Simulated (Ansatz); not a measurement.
Coupled-cluster diagnostics for Ge3O3, Ansatz.

Geometry of the singlet (r2SCAN-D4/def2-SVP):

```xyz
6

Ge    0.3659    0.9027   -1.2739
Ge    2.1105   -0.8698   -0.1009
Ge   -0.9571   -0.2244    0.7993
O    -2.0171   -0.6549    1.9724
O    -0.2594    1.9931   -2.3260
O     0.7572   -1.1467    0.9291
```

Correlated methods freeze 30 core orbitals; core or outer-core shells of Ge are correlated, in sets that lack core-valence functions. Another isomer (singlet) lies 4.12 eV lower at PBE0-D4/def2-TZVP; other spin states weren't run for this one.

Task: Estimate the CCSD(T) correlation energy, the shares of MP2 and (T), T1 and the reference's ⟨S²⟩ for: charge 0, singlet, own geometry in def2-SVP; and the rough time on 4 threads of Arm Neoverse V1 on a shared host.

Result: 
```tsv
state	basis	correlation (eV)	MP2 share (%)	(T) share (%)	T1	⟨S²⟩ (pure)	wall time	remarks
charge 0, singlet, own geometry	def2-SVP	-34.269	98.5	4.4	0.027	0.00 (0.00)	33 s	large T1 (0.027), restricted SCF unstable
```
Customary marks for T1 are 0.02 (closed shells), 0.045 (open shells) and about 0.05 (3d metals). T1 exceeds 0.02 in 1 of 1 rows and 0.045 in 0; the higher it lies, the less the single-reference result can be trusted.
